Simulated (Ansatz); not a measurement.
Isolated molecules relaxed with PBE0-D4/def2-TZVP in Ansatz; ΔE leaves out vibrations. CCSD(T)/CBS adds triple-zeta CCSD(T) − MP2 to the extrapolated MP2 energy (def2 sets, frozen cores). DFT in def2-TZVPP. B3LYP here is the variant with VWN-RPA as its local correlation; programs differ in this. One conformer a species, not always the lowest.

Reaction (isomerisation): `OC([SiH3])O[SiH3]` → `OC[SiH2][SiH2]O`

`OC([SiH3])O[SiH3]`:

Z-matrix (Å, degrees):
```
C
Si 1 1.910
O 1 1.409 2 107.5
O 1 1.405 2 112.5 3 123.5
H 1 1.098 2 111.3 3 -120.0
H 2 1.486 1 109.4 3 172.3
H 2 1.484 1 111.0 3 50.7
H 2 1.489 1 106.7 3 -69.5
Si 3 1.658 1 121.7 2 176.8
H 4 0.963 1 108.7 2 -52.6
H 9 1.485 3 112.2 1 -79.2
H 9 1.482 3 105.5 1 161.9
H 9 1.488 3 109.8 1 42.5
```

`OC[SiH2][SiH2]O`:

Cartesian coordinates in Å:
```
O 2.386 -0.333 -1.433
C 1.300 -0.687 -0.594
Si -0.026 0.659 -0.693
Si -1.787 0.145 0.774
O -1.282 0.108 2.352
H 3.052 -1.024 -1.383
H 0.848 -1.644 -0.891
H 1.612 -0.795 0.455
H -0.543 0.772 -2.086
H 0.567 1.971 -0.305
H -2.324 -1.215 0.510
H -2.895 1.128 0.583
H -0.908 0.915 2.710
```

```
             level  ΔE (kJ/mol)  difference from CCSD(T)/CBS
            PBE-D4        -54.5                         -6.5
         r2SCAN-D4        -47.0                          1.0
           PBE0-D4        -55.0                         -7.0
          B3LYP-D4        -41.8                          6.2
           ωB97X-V        -41.3                          6.7
           ωB97M-V        -39.5                          8.5
            B2PLYP        -42.2                          5.8
               PBE        -56.1                         -8.1
            r2SCAN        -47.4                          0.6
              PBE0        -56.2                         -8.2
             B3LYP        -44.3                          3.7
     HF/def2-TZVPP        -32.6                         15.4
    MP2/def2-TZVPP        -42.6                          5.4
SCS-MP2/def2-TZVPP        -37.7                         10.3
   CCSD/def2-TZVPP        -42.7                          5.3
CCSD(T)/def2-TZVPP        -42.1                          5.9
     HF/def2-QZVPP        -32.7                         15.3
    MP2/def2-QZVPP        -46.0                          2.0
SCS-MP2/def2-QZVPP        -41.4                          6.6
      HF/CBS(def2)        -32.7                         15.3
     MP2/CBS(def2)        -48.5                         -0.5
    CCSD/CBS(def2)        -48.6                         -0.6
       CCSD(T)/CBS        -48.0                            0
```

Largest T1 diagnostic among the species: 0.013.

In def2-TZVPP, CCSD(T) changes the Hartree–Fock value by −9.5 kJ/mol (the triples alone add +0.6 kJ/mol) and MP2 by −10.0 kJ/mol.
